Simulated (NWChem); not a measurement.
System: C$_{2}$H$_{3}$FOSi; SMILES C#C[Si@H](O)F

Here is an NWChem input.

```
start job
memory heap 200 mb stack 900 mb global 1100 mb
geometry units angstroms noautoz
  C      0.060904    -2.493002     0.205411
  C      0.012291    -1.298505    -0.021088
  Si    -0.029418     0.493136    -0.385833
  O      1.239288     1.263349     0.320075
  F     -1.430051     1.050429     0.206162
  H      0.099918    -3.550029     0.405008
  H      0.017817     0.785677    -1.829702
  H      1.459645     1.021329     1.224689
end
basis spherical
  C library 6-31g*
  Si library 6-31g*
  O library 6-31g*
  F library 6-31g*
  H library 6-31g*
end
dft
  xc xpbe96 cpbe96
  grid fine
  iterations 150
  mulliken
end
task dft gradient
```

Excerpt of the output:

```
             Northwest Computational Chemistry Package (NWChem) 7.3.0
             --------------------------------------------------------

 C1  symmetry detected

                             Geometry "geometry" -> ""
                             -------------------------

 Output coordinates in angstroms (scale by  1.889725989 to convert to a.u.)

  No.       Tag          Charge          X              Y              Z
 ---- ---------------- ---------- -------------- -------------- --------------
    1 C                    6.0000    -0.01500421    -2.54030370     0.16849381
    2 C                    6.0000    -0.02110929    -1.34143185    -0.03924912
    3 Si                  14.0000    -0.00051858     0.45575420    -0.37756015
    4 O                    8.0000     1.33918071     1.15678610     0.26657430
    5 F                    9.0000    -1.33933799     1.06635644     0.29885235
    6 H                    1.0000    -0.01364175    -3.60100828     0.35171789
    7 H                    1.0000    -0.01950889     0.76842417    -1.81785385
    8 H                    1.0000     1.59768792     0.89094188     1.15424442

 Effective nuclear repulsion energy (a.u.)     209.1234298137

  pbe96 is a nonlocal functional; adding pw91lda local functional.

                                 NWChem DFT Module
                                 -----------------

 Summary of "ao basis" -> "ao basis" (spherical)
 ------------------------------------------------------------------------------
       Tag                 Description            Shells   Functions and Types
 ---------------- ------------------------------  ------  ---------------------
 C                           6-31g*                  6       14   3s2p1d
 Si                          6-31g*                  8       18   4s3p1d
 O                           6-31g*                  6       14   3s2p1d
 F                           6-31g*                  6       14   3s2p1d
 H                           6-31g*                  2        2   2s

            General Information
            -------------------
          SCF calculation type: DFT
          Wavefunction type:  closed shell.
          No. of atoms     :     8
          No. of electrons :    46
           Alpha electrons :    23
            Beta electrons :    23
          Charge           :     0
          Spin multiplicity:     1
          Use of symmetry is: off; symmetry adaption is: off
          Maximum number of iterations: 150
          AO basis - number of functions:    80
                     number of shells:    38
          Convergence on energy requested:  1.00D-06
          Convergence on density requested:  1.00D-05
          Convergence on gradient requested:  5.00D-04

              XC Information
              --------------
          PerdewBurkeErnzerhof Exchange Functional  1.000
            Perdew 1991 LDA Correlation Functional  1.000 local
           PerdewBurkeErnz. Correlation Functional  1.000 non-local

             Grid Information
             ----------------
          Grid used for XC integration:  fine
          Radial quadrature: Mura-Knowles
          Angular quadrature: Lebedev.
          Tag              B.-S. Rad. Rad. Pts. Rad. Cut. Ang. Pts.
          ---              ---------- --------- --------- ---------
          C                   0.70       70          10.0       590
          Si                  1.10      123          11.0       770
          O                   0.60       70          12.0       590
          F                   0.50       70          12.0       590
          H                   0.35       60          12.0       590
          Grid pruning is: on
          Number of quadrature shells:   583
          Spatial weights used:  Erf1

      Superposition of Atomic Density Guess
      -------------------------------------

 Sum of atomic energies:        -539.75919769

      Non-variational initial energy
      ------------------------------

 Total energy =    -541.396049
 1-e energy   =   -1160.834911
 2-e energy   =     410.315432
 HOMO         =      -0.349030
 LUMO         =       0.015435

     ---------------------------------------------
      Total Density - Mulliken Population Analysis
     ---------------------------------------------

    Atom       Charge   Shell Charges
 -----------   ------   -------------------------------------------------------
    1 C    6     6.10   2.00  0.75  1.79  0.62  0.91  0.03
    2 C    6     6.38   2.00  0.75  1.93  0.78  0.89  0.02
    3 Si  14    12.67   2.00  2.00  5.97  0.81  1.20  0.19  0.25  0.24
    4 O    8     9.01   2.00  0.93  3.14  0.89  2.03  0.01
    5 F    9     9.62   2.00  0.95  3.47  1.00  2.19  0.01
    6 H    1     0.72   0.42  0.30
    7 H    1     1.07   0.47  0.60
    8 H    1     0.44   0.35  0.09

[...]

                         DFT ENERGY GRADIENTS

    atom               coordinates                        gradient
                 x          y          z           x          y          z
   1 C      -0.028354  -4.800478   0.318407   -0.000196   0.018094  -0.003049
   2 C      -0.039891  -2.534939  -0.074170   -0.000075  -0.018136   0.003757
   3 Si     -0.000980   0.861251  -0.713485    0.006766   0.005963  -0.002941
   4 O       2.530685   2.186009   0.503752   -0.005550  -0.008532   0.010714
   5 F      -2.530982   2.015121   0.564749    0.002861  -0.000735  -0.000655
   6 H      -0.025779  -6.804919   0.664650    0.000038  -0.000290  -0.000031
   7 H      -0.036866   1.452111  -3.435246   -0.001381  -0.000889   0.003875
   8 H       3.019192   1.683636   2.181206   -0.002463   0.004526  -0.011670
```

Level: PBE/6-31G* (spherical d). Structure relaxed at the PBE0/def2-SVP level.
